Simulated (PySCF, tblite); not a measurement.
Isomers of C6H11O2 (doublet state), one GFN2-xTB conformer each. Single-point energies are computed at B3LYP/pcH-1 (PySCF, gas phase, no added dispersion term), electronic only. GFN2-xTB treats the open shell by occupation alone, and not every SCF solution was tested for stability.

```tsv
SMILES	GFN2-xTB relative energy (kJ/mol)
C[C](C(=O)O)C(C)C	0.0
C=C(C)[CH]OCOC	129.2
CO[C@H]1[CH]CCCO1	98.6
CO[C@@H]1C[CH]CCO1	90.5
CC(C)[C@@H]1OC[C]1O	153.9
[CH2]C(=O)OCC(C)C	69.3
CC[C](C)COC=O	80.8
C=C(OC)[C@H](C)[CH]O	175.2
```

Conformers: `[CH3:1][C:2]([C:3](=[O:4])[OH:5])[CH:6]([CH3:7])[CH3:8]` (doublet state) with C1–C2–C3–O4 1°, C2–C3–O5–H -179°, C1–C2–C6–C7 -30°; `[CH2:1]=[C:2]([CH3:3])[CH:4][O:5][CH2:6][O:7][CH3:8]` (doublet state) with C1–C2–C4–O5 -179°, C2–C4–O5–C6 179°, C4–O5–C6–O7 -61°, O5–C6–O7–C8 -66°; `[CH3:1][O:2][C@H:3]1[CH:4][CH2:5][CH2:6][CH2:7][O:8]1` (doublet state) with C1–O2–C3–C4 170°, O2–C3–C4–C5 84°, C3–C4–C5–C6 39°, C4–C5–C6–C7 -47°, C5–C6–C7–O8 61°; `[CH3:1][O:2][C@@H:3]1[CH2:4][CH:5][CH2:6][CH2:7][O:8]1` (doublet state) with C1–O2–C3–C4 -169°, O2–C3–C4–C5 -72°, C3–C4–C5–C6 -53°, C4–C5–C6–C7 54°, C5–C6–C7–O8 -56°; `[CH3:1][CH:2]([CH3:3])[C@@H:4]1[O:5][CH2:6][C:7]1[OH:8]` (doublet state) with C1–C2–C4–O5 -67°, C6–C7–O8–H 153°; `[CH2:1][C:2](=[O:3])[O:4][CH2:5][CH:6]([CH3:7])[CH3:8]` (doublet state) with H–C1–C2–O3 180° and 0°, C1–C2–O4–C5 180°, C2–O4–C5–C6 -111°, O4–C5–C6–C7 70°; `[CH3:1][CH2:2][C:3]([CH3:4])[CH2:5][O:6][CH:7]=[O:8]` (doublet state) with C1–C2–C3–C4 69°, C2–C3–C5–O6 82°, C3–C5–O6–C7 -102°, C5–O6–C7–O8 -2°; `[CH2:1]=[C:2]([O:3][CH3:4])[C@H:5]([CH3:6])[CH:7][OH:8]` (doublet state) with C1–C2–O3–C4 0°, C1–C2–C5–C6 -121°, C2–C5–C7–O8 55°, C5–C7–O8–H -16°.

What does B3LYP/pcH-1 give for the same structures?

| SMILES | B3LYP/pcH-1 E (Eh) | B3LYP/pcH-1 (kJ/mol) | GFN2-xTB (kJ/mol) | point group |
| --- | --- | --- | --- | --- |
| C[C](C(=O)O)C(C)C | -385.72837 | 0.0 | 0.0 | C1 |
| [CH2]C(=O)OCC(C)C | -385.70323 | 66.0 | 69.3 | C1 |
| CC[C](C)COC=O | -385.69479 | 88.1 | 80.8 | C1 |
| C=C(C)[CH]OCOC | -385.66247 | 173.0 | 129.2 | C1 |
| CO[C@@H]1C[CH]CCO1 | -385.66244 | 173.1 | 90.5 | C1 |
| CO[C@H]1[CH]CCCO1 | -385.66116 | 176.5 | 98.6 | C1 |
| C=C(OC)[C@H](C)[CH]O | -385.65308 | 197.7 | 175.2 | C1 |
| CC(C)[C@@H]1OC[C]1O | -385.64079 | 229.9 | 153.9 | C1 |

Both levels put the same isomer lowest; measured from each level's own lowest isomer, the values differ by up to 82.6 kJ/mol (CO[C@@H]1C[CH]CCO1: 90.5 against 173.1). As drawn, the highest has a four-membered ring, which the lowest lacks. Neighbours under 21 kJ/mol apart (C=C(C)[CH]OCOC and CO[C@@H]1C[CH]CCO1; CO[C@@H]1C[CH]CCO1 and CO[C@H]1[CH]CCCO1) can change places with a better method, another conformer or zero-point energy.

What happens when harmonic zero-point energies from GFN2-xTB frequencies are added?

```tsv
SMILES	ZPE (kJ/mol)	electronic (kJ/mol)	with ZPE (kJ/mol)
C[C](C(=O)O)C(C)C	416.6	0.0	0.0
[CH2]C(=O)OCC(C)C	413.6	66.0	63.0
CC[C](C)COC=O	413.0	88.1	84.6
C=C(C)[CH]OCOC	409.8	173.0	166.2
CO[C@@H]1C[CH]CCO1	419.5	173.1	176.0
CO[C@H]1[CH]CCCO1	418.0	176.5	177.8
C=C(OC)[C@H](C)[CH]O	410.9	197.7	192.0
CC(C)[C@@H]1OC[C]1O	416.9	229.9	230.2
```

The zero-point energies span 9.7 kJ/mol. The order is unchanged.
